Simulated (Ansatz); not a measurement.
`C[O][Ge]([NH2])([NH2])[NH2]`, 15 atoms. Total charge 0; spin multiplicity 1. Correlated methods include outer-core shells of Ge, which these sets cover unevenly. Scalar relativity is left out up to krypton. All runs use 4 threads of an Arm Neoverse V2 on a shared host. Correlated methods freeze the cores.

How many basis functions does each run have, and how long does it take in Ansatz? RKS B3LYP-D4/def2-TZVPP energy and forces; RKS ωB97M-V/def2-SVP energy; direct RPA on PBE orbitals/def2-TZVPP energy; RHF-CCSD(T)/def2-SVP energy; RKS PBE0-D4/def2-TZVP relaxation (11 steps); RKS PBE0-D4/def2-TZVP frequencies; RHF-MP2/def2-QZVPP energy; RKS PBE0-D4/def2-SVP energy; RKS r2SCAN0-D4/def2-TZVPP energy; RKS PBE0-D4/def2-TZVPP energy; RKS PBE0-D4/def2-QZVPP energy; RKS r2SCAN-D4/def2-TZVPP energy and forces. (An estimate is asked.)

The calculation gave: Other jobs shared the machine, so times are rough.

| level | job | functions | wall time | peak host memory (GiB) |
| --- | --- | --- | --- | --- |
| RKS PBE0-D4/def2-SVP | energy | 147 | 1.9 s | 0.48 |
| RKS PBE0-D4/def2-TZVPP | energy | 329 | 6 s | 1.2 |
| RKS ωB97M-V/def2-SVP | energy | 147 | 7 s | 0.62 |
| RKS r2SCAN-D4/def2-TZVPP | energy and forces | 329 | 7 s | 0.57 |
| RKS r2SCAN0-D4/def2-TZVPP | energy | 329 | 8.5 s | 1.2 |
| RKS B3LYP-D4/def2-TZVPP | energy and forces | 329 | 9 s | 1.3 |
| direct RPA on PBE orbitals/def2-TZVPP | energy | 329 | 11 s | 1.1 |
| RKS PBE0-D4/def2-QZVPP | energy | 644 | 18 s | 3 |
| RHF-CCSD(T)/def2-SVP | energy | 147 | 34 s | 1.4 |
| RHF-MP2/def2-QZVPP | energy | 644 | 52 s | 6 |
| RKS PBE0-D4/def2-TZVP | relaxation (11 steps) | 257 | 63 s | 0.91 |
| RKS PBE0-D4/def2-TZVP | frequencies | 257 | 6.1 min | 0.91 |

B3LYP here is the variant with VWN-RPA as its local correlation; programs differ in this.
